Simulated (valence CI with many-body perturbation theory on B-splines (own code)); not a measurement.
The numbers below are computed, except where a source is named.
# Basis-set convergence for Ho LXI

Method: configuration interaction combined with many-body perturbation theory (CI+MBPT): five valence electrons over a frozen Dirac-Fock core [He], radial functions for each j: 9 s, 9 p, 8 d, 6 f, 3 g, 1 h, with the one-electron correlation potential Σ1 (screened to all orders), the two-electron term Σ2, the three-electron term Σ3, Breit, model QED; selected single and double excitations, second order for the rest, scaled by the run's own slope (own B-spline code, finite nucleus).

The last digits are not significant, and no measured levels were compared; by estimate large intervals hold to a few tenths of a per cent, small ones and those within an open d or f shell to about a per cent. Among the levels kept, up to 4000 cm⁻¹ of a level comes from second order outside the variational space, and about a tenth of that is noise between levels of different J, which matters for small intervals.

The reference run has the lowest level (2s^2 2p1/2^2 2p3/2) J=3/2 and an ionisation energy of 13417.6 eV. Its largest variational space holds 20000 state functions.

Levels are named by their leading jj configuration (3d3/2^4 stands for four electrons in 3d with j = 3/2), which in mixed levels can hold well under half, so a name can repeat and another be missing. Letters in brackets count levels of one name in rising energy.

Changed runs:
A. basis 6 s, 6 p, 5 d, 3 f, 1 g
B. basis 5 s, 5 p, 4 d, 2 f

Excitation energies of the reference run in cm⁻¹, and shifts in cm⁻¹:

| Level | Reference | A | B |
| --- | --- | --- | --- |
| (2s^2 2p1/2 2p3/2^2) J=3/2 | 7049760 | +17 | -260 |
| (2s^2 2p1/2 2p3/2^2) J=5/2 | 7231870 | +192 | +203 |
| (2s^2 2p1/2 2p3/2^2) J=1/2 | 7590790 | +70 | +187 |
| (2s 2p1/2^2 2p3/2^2) J=5/2 | 9446710 | -76 | -372 |
| (2s 2p1/2^2 2p3/2^2) J=1/2 | 10192900 | -101 | -55 |
| (2s 2p1/2^2 2p3/2^2) J=3/2 | 10204100 | +40 | +143 |
| (2s^2 2p3/2^3) J=3/2 | 14655400 | +109 | -6.6 |
| (2s 2p1/2 2p3/2^3) J=3/2 [a] | 16693400 | -133 | -558 |
| (2s 2p1/2 2p3/2^3) J=5/2 | 17006400 | +114 | +9.1 |
| (2s 2p1/2 2p3/2^3) J=1/2 | 17444900 | +23 | -51 |
| (2s 2p1/2 2p3/2^3) J=3/2 [b] | 17520600 | +143 | +263 |
| (2p1/2^2 2p3/2^3) J=3/2 | 20166100 | -130 | -152 |
| Ionisation energy (eV) | 13417.6 | -0.013 | -0.11 |
